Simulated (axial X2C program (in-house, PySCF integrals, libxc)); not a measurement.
**GaBr along the bond: PBE0, two-component**

Computed with an in-house all-electron X2C program for linear molecules (integrals from PySCF). Two-component (2c) means X2C with spin–orbit coupling and atomic mean-field two-electron Coulomb and Gaunt terms. Basis: Br dyall-cv3z [8s9p6d4f1g], Ga dyall-cv3z [9s9p7d4f1g] (cores contracted in-house); Gaussian nuclei, density fitting, unrestricted open shells. Masses: Br 78.918 u, Ga 68.926 u.

State: Ω = 0 (closed shell). Dipoles are positive if Ga is the positive end.

Results along the bond:

```json
{"R (Å)": "2.066", "μ (D)": "0.457", "HOMO (eV)": "-6.87", "LUMO (eV)": "-1.37"}
{"R (Å)": "2.161", "μ (D)": "1.109", "HOMO (eV)": "-7.06", "LUMO (eV)": "-1.51"}
{"R (Å)": "2.232", "μ (D)": "1.608", "HOMO (eV)": "-7.18", "LUMO (eV)": "-1.61"}
{"R (Å)": "2.304", "μ (D)": "2.108", "HOMO (eV)": "-7.28", "LUMO (eV)": "-1.71"}
{"R (Å)": "2.375", "μ (D)": "2.609", "HOMO (eV)": "-7.35", "LUMO (eV)": "-1.81"}
{"R (Å)": "2.458", "μ (D)": "3.189", "HOMO (eV)": "-7.40", "LUMO (eV)": "-1.93"}
{"R (Å)": "2.541", "μ (D)": "3.763", "HOMO (eV)": "-7.41", "LUMO (eV)": "-2.05"}
{"R (Å)": "2.648", "μ (D)": "4.486", "HOMO (eV)": "-7.32", "LUMO (eV)": "-2.20"}
{"R (Å)": "2.779", "μ (D)": "5.346", "HOMO (eV)": "-7.05", "LUMO (eV)": "-2.38"}
{"R (Å)": "2.969", "μ (D)": "6.545", "HOMO (eV)": "-6.70", "LUMO (eV)": "-2.63"}
```

Occupations by symmetry block were frozen at the best pattern of an incomplete PBE0 search. Closed shells are restricted here (equal orbitals for both partners); the stretched side of such a curve lies too high.
